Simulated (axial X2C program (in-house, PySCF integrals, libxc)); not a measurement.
**SrY: from the spin-free to the two-component result**

Computed with an in-house all-electron X2C program for linear molecules (integrals from PySCF). Spin-free means the one-electron spin-free X2C Hamiltonian; two-component (2c) means X2C with spin–orbit coupling and atomic mean-field two-electron Coulomb and Gaunt terms, so the difference of the two also holds small scalar two-electron terms. Basis: Y dyall-cv3z [11s12p9d6f3g], Sr dyall-cv3z [13s12p8d5f1g] (cores contracted in-house); Gaussian nuclei, density fitting, unrestricted open shells. Masses: Y 88.906 u, Sr 87.906 u.

Spin-free state: M_S = 1/2, Λ = 0 (beyond evenly filled blocks: σβ, π+α, π-α); fragments Y + Sr.

```csv
level,Re (Å),ωe (cm⁻¹),De (eV),μ (D)
PBE0,3.277,135.1,0.302,0.29
HF,3.416,133.4,0.218,-0.08
CCSD,3.394,132.9,n/a,n/a
CCSD(T),3.398,132.0,n/a,n/a
BLYP,3.321,124.7,n/a,0.72
```

Correlated methods: 5 electrons correlated (number of frozen shells: Y 4 s, 3 p, 1 d; Sr 4 s, 3 p, 1 d), 375 virtual spin orbitals or spinors in MP2, 89 natural virtuals in coupled cluster.

Dipoles are positive if Sr is the positive end.

Two-component determinant lowest at the distance of the search:

Ω = 1/2 (⟨Sz⟩ = 0.50, ⟨Lz⟩ = 0.00 at HF); fragments Y + Sr.

| level | Re (Å) | ωe (cm⁻¹) | μ (D) |
| --- | --- | --- | --- |
| PBE0 | 3.276 | 134.9 | 0.29 |
| HF | 3.416 | 133.3 | -0.06 |
| CCSD | 3.394 | 132.8 | n/a |
| CCSD(T) | 3.398 | 131.9 | n/a |
| BLYP | 3.321 | 124.5 | 0.72 |

(1) From the two tables, how do the constants change at the CCSD(T) level (2c against spin-free)?

One determinant describes the state; a PBE0 search over occupations chose it and may have missed a lower one. De is counted from the lowest determinant-based energies of the atoms at the same level, without counterpoise correction. De is not given where an atomic determinant may have missed its ground term or J level, or where the truncated virtual space spoils (T). Density functionals use the spin component along the axis (collinear). CCSD and (T) use frozen natural virtuals with an MP2 correction for the truncation; (T) itself is uncorrected, so its De runs slightly low. Other states lie close and PBE0, whose exact exchange favours high spin, may order them wrongly; the determinant shown need not be the ground state. The nearest other spin-free determinant of the search, M_S = 3/2, Λ = 0, lies 0.04 eV up at the distance of the search. The functionals have no current-density term, which raises determinants with orbital currents, atoms included. With several unpaired electrons one determinant need not be a pure state. The outer-core s and p shells of the metal are frozen in the correlated rows, which leaves out core–valence correlation; for alkali and alkaline-earth bonds that tends to lengthen them. At some level and bond length an empty orbital lies below a filled one. The determinant is spin-polarised beyond a pure state at some levels (its spin-free form has ⟨S²⟩ too high), which makes Re and μ there less reliable. The T1 diagnostic is large, a sign of multireference character. With the outer-core shells frozen, correlated bond lengths of heavy atoms tend to come out a few hundredths of an ångström too long.

Results:

(1) At the CCSD(T) level Re is unchanged within 0.001 Å and ωe stays the same within 0.2 cm⁻¹.
